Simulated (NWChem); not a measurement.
C4H4F2; SMILES C1C(F)=C[C@H]1F

```xyz
10

F      0.0425    -2.2595    -0.2422
C      0.0608    -0.9469    -0.0285
C      1.0455    -0.0681     0.1813
C      0.0371     1.0301     0.4376
F      0.0756     2.1027    -0.4412
C     -1.1019    -0.0050     0.1305
H      2.1267    -0.1058     0.2113
H      0.0180     1.4383     1.4540
H     -1.6522     0.2368    -0.7837
H     -1.8043    -0.2189     0.9442
```
Atoms are numbered in this order, from 1.

Results from NWChem. Medium grid unless said otherwise, to which SCAN and Minnesota functionals are sensitive. Geometry: optimised at B3LYP/6-31G* (spherical d).

### Question
Among these, which level gives the lowest value of “dipole (D)”?
A) PBE/def2-TZVP
B) LDA (Slater exchange, VWN5)/def2-TZVP
C) PBE0/def2-TZVP
D) r2SCAN/def2-TZVP

### Answer
A, PBE/def2-TZVP. Values: PBE/def2-TZVP 1.26; LDA (Slater exchange, VWN5)/def2-TZVP 1.31; r2SCAN/def2-TZVP 1.31; PBE0/def2-TZVP 1.33
